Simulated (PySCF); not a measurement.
# MgIn⁺: energy against distance

Set-up: PySCF, scalar-relativistic core potentials, basis sets Mg cc-pVDZ, In cc-pVDZ-PP with ECP28. Energies in eV from Mg + In⁺ in their ground configurations at the same level. State: ¹Σ⁺ (singlet), closed shell.

```json
{"R (Å)": "2.845", "B2PLYP": "-0.4602", "RHF-CCSD(T)": ""}
{"R (Å)": "2.977", "B2PLYP": "-0.5870", "RHF-CCSD(T)": "-0.5097"}
{"R (Å)": "3.110", "B2PLYP": "-0.6586", "RHF-CCSD(T)": "-0.5822"}
{"R (Å)": "3.209", "B2PLYP": "-0.6857", "RHF-CCSD(T)": "-0.6087"}
{"R (Å)": "3.308", "B2PLYP": "-0.6957", "RHF-CCSD(T)": "-0.6175"}
{"R (Å)": "3.407", "B2PLYP": "-0.6927", "RHF-CCSD(T)": "-0.6130"}
{"R (Å)": "3.540", "B2PLYP": "-0.6739", "RHF-CCSD(T)": "-0.5919"}
{"R (Å)": "3.705", "B2PLYP": "-0.6348", "RHF-CCSD(T)": "-0.5501"}
{"R (Å)": "3.903", "B2PLYP": "-0.5753", "RHF-CCSD(T)": "-0.4886"}
{"R (Å)": "4.168", "B2PLYP": "-0.4893", "RHF-CCSD(T)": ""}
```

Put a parabola through the three lowest points of the B2PLYP curve and estimate Re, k and ωe (reduced mass 19.84 u; 1 eV/Å² = 0.16022 mdyn/Å; ωe = 1302.8·√(k/μ) cm⁻¹).

Through R = 3.209, 3.308, 3.407 Å the second-order coefficient is 0.663 eV/Å², so Re ≈ 3.335 Å, k ≈ 0.213 mdyn/Å and ωe ≈ 135 cm⁻¹. A polynomial fit of higher order to the unrounded B2PLYP energies gives Re = 3.331 Å, k = 0.197 mdyn/Å, ωe = 130 cm⁻¹; anharmonicity and rounding make the difference.

The higher-order fit for each curve: B2PLYP: Re = 3.331 Å, ωe = 130 cm⁻¹, De = 0.70 eV; RHF-CCSD(T): Re = 3.319 Å, ωe = 134 cm⁻¹, De = 0.62 eV.

Correlated steps freeze 5 core orbitals. Closed-shell solutions of metal pairs were not tested for spin polarisation, which can lower them a little. Correlated levels converge slowly with the basis: in double zeta they bind strong bonds too weakly, by up to about 1 eV, and carry superposition errors of some tenths. Spin–orbit coupling is left out. For an ion De counts to the pair picked by the measured ionisation energies or electron affinities, which need not be the lowest pair at this level. B2PLYP dipoles, levels and charges come from its SCF part alone.
